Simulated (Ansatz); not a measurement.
`F[SiH](Cl)[GeH2][Cl]` → `[F][GeH2][Cl]` + `[SiH]Cl` at 500 K and 1 bar (silylene formation by 1,1-elimination).

Gas-phase electronic energies from Ansatz, PBE0-D4/def2-TZVP geometries. CCSD(T)/CBS adds triple-zeta CCSD(T) − MP2 to the extrapolated MP2 energy (def2 sets, frozen cores). This one scheme is used for every species. For Ge outer-core shells are correlated without core-valence functions, which leaves a few kJ/mol of doubt a bond. Scalar relativity is left out up to krypton. Each species was taken in one conformer, which may not be the lowest.

```json
{"species": "`F[SiH](Cl)[GeH2][Cl]`", "CCSD(T)/CBS energy (Eh)": "-3386.49998", "H − E (kJ/mol)": "130.9", "S (J/(mol·K))": "456.9"}
{"species": "`[F][GeH2][Cl]`", "CCSD(T)/CBS energy (Eh)": "-2636.95386", "H − E (kJ/mol)": "79.8", "S (J/(mol·K))": "332.0"}
{"species": "`[SiH]Cl`", "CCSD(T)/CBS energy (Eh)": "-749.43948", "H − E (kJ/mol)": "39.6", "S (J/(mol·K))": "274.0"}
```

H − E and S are ideal-gas, rigid-rotor, harmonic terms from PBE0-D4/def2-TZVP, for one conformer and one mirror image of each species. 1 Eh = 2625.50 kJ/mol, R = 8.31446 J/(mol·K).

**Question.** By hand: ΔE, ΔH, ΔS and ΔG.

**Answer.** ΔE = (-2636.95386) + (-749.43948) − (-3386.49998) = 0.10664 Eh = 280.0 kJ/mol. Δ(H − E) = 79.8 + 39.6 − 130.9 = -11.5, so ΔH = 268.5 kJ/mol. ΔS = 332.0 + 274.0 − 456.9 = 149.1 J/(mol·K). ΔG = 268.5 − 500 × (149.1)/1000 = 193.9 kJ/mol.

**Question.** By hand: the equilibrium constant, and the temperature at which ΔG would vanish if ΔH and ΔS stayed fixed.

**Answer.** log₁₀ K = −ΔG/(RT ln 10) = -20.3. ΔG = 0 at ΔH/ΔS = 1801 K.

The number of gas molecules changes by +1, which sets the sign of ΔS. A doubt of 5 kJ/mol in ΔE shifts log₁₀ K by 0.5 here. Other conformers and mirror images would add mixing entropy, several J/(mol·K) or more a flexible species. Modes under 60 cm⁻¹, often nearly free rotors, make the harmonic entropy too high. These are equilibria of isolated gas molecules and say nothing of rates. Largest T1 diagnostic: 0.013 (customary marks: 0.02 for closed shells, 0.045 for open ones).
